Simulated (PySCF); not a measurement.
# Working out the ionisation energy of Zr

Zr [Kr] 4d2 5s2 (3F) → Zr⁺ [Kr] 4d2 5s1 (4F). Calculation: PySCF 2.14, in def2-TZVPPD with the def2 core potential (28 electrons) (6s4p3d2f1g, 56 functions); a scalar-relativistic core potential. Frozen: 4s2 4p6. Energies in hartree (1 hartree = 27.21139 eV):

```
            part  Zr (lower)  Zr⁺ (upper)
             UHF  -46.444549   -46.253642
CCSD correlation   -0.057077    -0.015121
             (T)   -0.002943    -0.000125
```

What does Hartree-Fock give?

(-46.253642) − (-46.444549) = 0.190907 hartree = 5.195 eV.

What do CCSD and CCSD(T) give?

The CCSD correlation energies differ by 0.041956 hartree = 1.142 eV and the triples by 0.002818 hartree = 0.077 eV, so CCSD gives 6.337 eV and CCSD(T) 6.414 eV.

Measured between the centres of the two terms (NIST): 6.639 eV, so CCSD(T) (valence) is off by -0.225 eV.

What remains against the reference includes basis incompleteness, the frozen core and higher excitations.
